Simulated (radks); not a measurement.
Values are calculated unless marked as measured or tabulated.
Question: The gold ion Au56+, configuration [Ar] 3d5 (the NIST ground configuration). Code: a radial shooting solver on a logarithmic mesh with Libxc functionals. Model: Dirac Kohn-Sham, LB94 model potential, spin-unpolarised, spherical densities, finite nucleus; open shells fill j = l - 1/2 first; Fermi nuclear charge, rms radius 5.4371 fm. Some entries of the table are withheld. Estimate them.

orbital,occ.,eigenvalue (hartree),<r^2> (bohr^2),<r> (bohr)
1s1/2,2,-3110.485,0.0003923,0.01685
2s1/2,2,-660.1618,0.005855,0.07000
2p1/2,2,-640.1114,0.004135,0.05756
2p3/2,4,-571.5037,0.005290,0.06597
3s1/2,2,-246.4194,0.03541,0.1758
3p1/2,2,-238.0706,0.03187,0.1654
3p3/2,4,-221.3372,0.03712,0.1791
3d3/2,4,-208.6200,0.02757,(1)
3d5/2,1,-204.8456,0.02896,(2)
4s1/2,0,-127.3606,0.1281,0.3370
4p1/2,0,(3),0.1237,0.3298
4p3/2,0,(4),0.1377,0.3483

Answer: 
(1) 3d3/2 <r> (bohr): 0.1540
(2) 3d5/2 <r> (bohr): 0.1582
(3) 4p1/2 eigenvalue (hartree): -123.7984
(4) 4p3/2 eigenvalue (hartree): -117.5227
